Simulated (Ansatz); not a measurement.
A nudged elastic band was laid between two geometries of CH3BO2 (7 atoms, charge 0, multiplicity 1).

All numbers below come from RKS LDA/def2-SVP in Ansatz 0.2.0.

```json
{
  "movable images": "5",
  "climbing image": "yes",
  "spring": "5.0 eV/Å²",
  "optimiser": "quadratic models (default)",
  "start path": "through a guess of the saddle point",
  "force threshold": "0.03 eV/Å",
  "iteration limit": "60",
  "end points": "relaxed"
}
```

First end point:

```xyz
7
Properties=species:S:1:pos:R:3
O 0.050 -2.048 0.721
C -0.045 -1.159 -0.101
B 0.069 0.380 0.285
O -0.063 1.249 -0.727
H -0.223 -1.412 -1.204
H 0.263 0.738 1.438
H 0.010 2.185 -0.458
```

Last end point:

```xyz
7
Properties=species:S:1:pos:R:3
O -0.238 -0.806 -1.349
C -0.044 -0.926 -0.148
B 0.131 0.474 0.643
O 0.021 1.478 -0.220
H -0.003 -1.962 0.302
H 0.333 0.659 1.828
H -0.139 1.015 -1.102
```

Question: What changes between the two ends?

Answer: No bond is made or broken. The dihedral O1–C2–B3–O4 goes from -180 to 0°.

Question: Give the energies along the band, and the barrier.

Answer: The forces met the threshold. The highest image is number 3 of 0 to 6, 0.60 eV above the first end and 0.85 eV above the last; the last end lies 0.25 eV below the first. A vibrational analysis at the climbing image gives one clearly imaginary mode, 771i cm⁻¹: a first-order saddle point.

| image | path coordinate (Å) | energy (eV) | dihedral O1–C2–B3–O4 (°) |
| --- | --- | --- | --- |
| 0 | 0.00 | 0.00 | -180 |
| 1 | 0.87 | 0.01 | -134 |
| 2 | 1.74 | 0.03 | -94 |
| 3 | 2.60 | 0.60 | -92 |
| 4 | 3.39 | 0.05 | -68 |
| 5 | 4.18 | -0.08 | -33 |
| 6 | 4.96 | -0.25 | 0 |

Question: What is the geometry of the highest image?

Answer: 
```xyz
7
Properties=species:S:1:pos:R:3
O -0.924 -1.315 0.471
C 0.076 -1.075 -0.196
B 0.420 0.393 0.230
O -0.066 1.440 -0.476
H 0.494 -1.840 -0.921
H 1.033 0.556 1.282
H -0.974 1.773 -0.436
```

Question: What are the harmonic wavenumbers there?

Answer: 771i, 124, 215, 326, 547, 785, 866, 967, 1063, 1295, 1406, 1732, 2492, 2799, 3876 cm⁻¹.

The band took 22 iterations and roughly 90 core-seconds.

The run took 92 s on 1 thread of Arm Neoverse V2, on a shared host, peak memory 0.12 GiB.
